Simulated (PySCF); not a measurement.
# C₆ coefficients of unlike pairs at PBE

Calculated with PySCF 2.14 from the dipole response of each species, C₆(A,B) = (3/π) ∫ α_A(iu) α_B(iu) du, in atomic units, from isotropic polarisabilities. For ions this is the dispersion term alone; charge-induced terms of lower order in 1/R come first.

| species | configuration | basis | relativity | α (bohr³) | C₆ (like pair) |
| --- | --- | --- | --- | --- | --- |
| Mg⁺ | [Ne] 3s1 (2S) | aug-cc-pCVTZ-DK with one added diffuse shell each of s, p, d, f type (9s8p6d4f) | spin-free X2C | 33.28 | 142.7 |
| Fe³⁺ | [Ar] 3d5 (6S) | x2c-QZVPPall with one added diffuse shell each of s, p, d, f, g type (12s8p6d5f3g) | spin-free X2C | 1.939 | 4.724 |
| Mo²⁺ | [Kr] 4d4 (5D) | aug-cc-pVTZ-DK (9s8p6d3f2g) | spin-free X2C | 10.49 | 55.91 |
| Nb | [Kr] 4d4 5s1 (6D) | aug-cc-pVDZ-PP with ECP28MDF (5s5p4d2f) | core potential | 89.95 | 979.6 |

Q: Estimate C₆ for Nb with Mg⁺.

A: The integral gives 371.7. The combination rule 2 C_A C_B / (C_A α_B/α_A + C_B α_A/α_B) gives 373.7 and the geometric mean 373.9.

No spin-orbit coupling is included.

The other pairs:

```json
{"pair": "Fe³⁺, Mg⁺", "C₆": "15.85"}
{"pair": "Nb, Mo²⁺", "C₆": "198.9"}
{"pair": "Mo²⁺, Fe³⁺", "C₆": "15.20"}
{"pair": "Mo²⁺, Mg⁺", "C₆": "71.84"}
{"pair": "Nb, Fe³⁺", "C₆": "45.52"}
```
